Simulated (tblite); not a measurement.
A tight-binding relaxation on `C[CH2][GaH2-][O][GeH3]`.

Computed with GFN2-xTB geometry optimisation, gas phase (tblite 0.8.0). Start geometry: from a force field or distance geometry. The input is one job of a driver script: a line of settings, then coordinates in Å.

Command:
```bash
OMP_NUM_THREADS=1 python probes_run.py task.json out
```

Input:
```
{"job": {"kind": "relax", "xc": "GFN2-xTB", "basis": "xTB"}, "charge": -1, "multiplicity": 1}
C     -2.373300    -0.440000    -0.452100
C     -1.641400     0.101700     0.756600
Ga     0.294500     0.384900     0.376700
O      1.079900    -1.080000    -0.400600
Ge     2.824400    -0.647700    -0.470500
H     -3.332300     0.126400    -0.532400
H     -2.657300    -1.506400    -0.289400
H     -1.809200    -0.288700    -1.380600
H     -2.073400     1.081500     1.057400
H     -1.770500    -0.597700     1.639700
H      1.158500     0.677100     1.707500
H      0.505700     1.629400    -0.613300
H      3.310000    -0.493200     1.006200
H      3.634700    -1.709500    -1.252500
H      2.845400     0.759100    -1.174400
```

Output:
```
step      E/eV     max force
  0    -457.47561    1.725
  1    -457.62845    1.181
  2    -457.73139    0.569
  3    -457.75883    0.517
  4    -457.79775    0.368
  5    -457.80805    0.343
  6    -457.82664    0.368
  7    -457.83909    0.487
  8    -457.86263    0.506
  9    -457.87737    0.380
... (133 lines left out)
143    -458.27248    0.044
144    -458.27274    0.038
145    -458.27300    0.039
146    -458.27340    0.039
147    -458.27387    0.040
148    -458.27423    0.038
149    -458.27441    0.016
150    -458.27450    0.035
151    -458.27457    0.018
152    -458.27462    0.010
```

«max force» is the largest atomic force in eV/Å.

Problem. From which step on does the largest force stay under 0.1 eV/Å, and how much energy is left to gain from there?

Solution. From step 73 (0.088 eV/Å), 31.5 meV above the end.

In short: energy lowered by 18.4 kcal/mol over 152 steps; largest atomic force 0.010 eV/Å at the end.

Problem. How long does this job take on one thread, Arm Neoverse N1 (aarch64), no GPU (shared host)?

Solution. About 1.4 s.
Labels such as C1 count atoms from 1, the log's own numbers from 0.
